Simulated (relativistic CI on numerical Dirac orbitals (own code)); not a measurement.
**Slater and spin-orbit integrals, Pd³¹⁺**

Computed by Dirac-Coulomb-Breit CI, orbitals from a KLI potential per configuration, QED by a radiative potential, unscaled Slater integrals (own radial code, finite nucleus).

Slater integrals F^k, G^k are unscaled and averaged over j, outside the closed core [Ne]; ζ comes from projecting the Hamiltonian with its Breit term on Σ l·s of the shell.

- 3s2.3p3: F^2(3p,3p) = 303480, ζ(3p) = 203110 cm⁻¹; <r>(3p) = 0.3266, <r^2>(3p) = 0.123 (bohr units).
- 3s.3p4: F^2(3p,3p) = 303250, G^1(3s,3p) = 382980, ζ(3p) = 203000 cm⁻¹; <r>(3s) = 0.3366, <r^2>(3s) = 0.1289, <r>(3p) = 0.3268, <r^2>(3p) = 0.1232 (bohr units).
- 3s2.3p2.3d: F^2(3p,3p) = 303120, ζ(3p) = 202800, F^2(3p,3d) = 304570, G^1(3p,3d) = 321930, G^3(3p,3d) = 216310, ζ(3d) = 25733 cm⁻¹; <r>(3p) = 0.327, <r^2>(3p) = 0.1233, <r>(3d) = 0.29, <r^2>(3d) = 0.09716 (bohr units).

Averages of the first 10 configurations, taken without configuration mixing, which lowers the lowest level and can move excited configurations by several eV; other configurations of the list can lie among them:

```json
{"Configuration": "3s2.3p3", "Parity": "odd", "States": "20", "Average energy above the lowest level (eV)": "44.1"}
{"Configuration": "3s.3p4", "Parity": "even", "States": "30", "Average energy above the lowest level (eV)": "163.1"}
{"Configuration": "3s2.3p2.3d", "Parity": "even", "States": "150", "Average energy above the lowest level (eV)": "189.7"}
{"Configuration": "3p5", "Parity": "odd", "States": "6", "Average energy above the lowest level (eV)": "295.2"}
{"Configuration": "3s.3p3.3d", "Parity": "odd", "States": "400", "Average energy above the lowest level (eV)": "303.1"}
{"Configuration": "3p4.3d", "Parity": "even", "States": "150", "Average energy above the lowest level (eV)": "429.6"}
{"Configuration": "3s.3p2.3d2", "Parity": "even", "States": "1350", "Average energy above the lowest level (eV)": "448.0"}
{"Configuration": "3s2.3p.3d.4p", "Parity": "even", "States": "360", "Average energy above the lowest level (eV)": "1066.6"}
{"Configuration": "3p4.4s", "Parity": "even", "States": "30", "Average energy above the lowest level (eV)": "1116.5"}
{"Configuration": "3s.3p2.3d.4s", "Parity": "even", "States": "600", "Average energy above the lowest level (eV)": "1127.7"}
```
